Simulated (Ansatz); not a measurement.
One change: `BC(F)Br` becomes `FC(Br)Br`.

Ansatz, PBE0-D4/def2-TZVP geometries, multiplicity 1. 

Scalar relativity is left out up to krypton.

```csv
property,`BC(F)Br`
LUMO energy (PBE0/def2-TZVPP) / eV,-1.38
LUMO energy (ωB97M-V/def2-TZVPP) / eV,0.63
HOMO energy (PBE/def2-TZVPP) / eV,-7.35
size of the dipole moment (ωB97M-V/def2-TZVPP) / D,1.29
HOMO energy (PBE0/def2-TZVPP) / eV,-8.69
size of the dipole moment (PBE/def2-TZVPP) / D,1.26
```

(1) What does the change do to each property? (Best estimate.)

## Answers

(1) Computed: 
| property | `FC(Br)Br` | shift |
| --- | --- | --- |
| LUMO energy (PBE0/def2-TZVPP) / eV | -1.26 | 0.12 |
| LUMO energy (ωB97M-V/def2-TZVPP) / eV | 0.85 | 0.22 |
| HOMO energy (PBE/def2-TZVPP) / eV | -7.07 | 0.28 |
| size of the dipole moment (ωB97M-V/def2-TZVPP) / D | 1.15 | -0.14 |
| HOMO energy (PBE0/def2-TZVPP) / eV | -8.38 | 0.31 |
| size of the dipole moment (PBE/def2-TZVPP) / D | 1.07 | -0.19 |

With PBE0 the HOMO rises by 0.31 eV and the LUMO rises by 0.12 eV, so the gap narrows by about 0.19 eV. PBE moves the HOMO by 0.28 eV and ωB97M-V by 0.37 eV. The zero-point energy changes by -54.7 kJ/mol with -6 modes. Dipoles are sizes alone; their direction can turn.
